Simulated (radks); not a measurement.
Results of a calculation; reference values are marked as such.
Q: Valence configurations of Cr III (all share [Ar]). Level of theory: scalar-relativistic Kohn-Sham, BLYP, spin-polarised, spherical densities, finite nucleus; open shells are filled with parallel spins first; Fermi nuclear charge, rms radius 3.6452 fm (a radial shooting solver on a logarithmic mesh with Libxc functionals). Order these by energy: 3d1 4s1 4p2; 3d3 4s1; 3d2 4s2; 3d4; 3d2.5 4s1 4p0.5; 3d2 4p2; 3d3 4p1; 3d2 4s1 4p1; 3d3.5 4s0.5; 3d3.5 4p0.5.

A: From the lowest, in eV above it: 3d4 0.000; 3d3.5 4s0.5 2.795; 3d3.5 4p0.5 5.574; 3d3 4s1 6.406; 3d3 4p1 12.193; 3d2.5 4s1 4p0.5 13.937; 3d2 4s2 17.800; 3d2 4s1 4p1 22.711; 3d2 4p2 29.005; 3d1 4s1 4p2 44.304. NIST lists [Ar] 3d4 as the ground configuration; this level of theory agrees among the configurations tried. The energies are those of spherical high-spin densities, not of single terms.
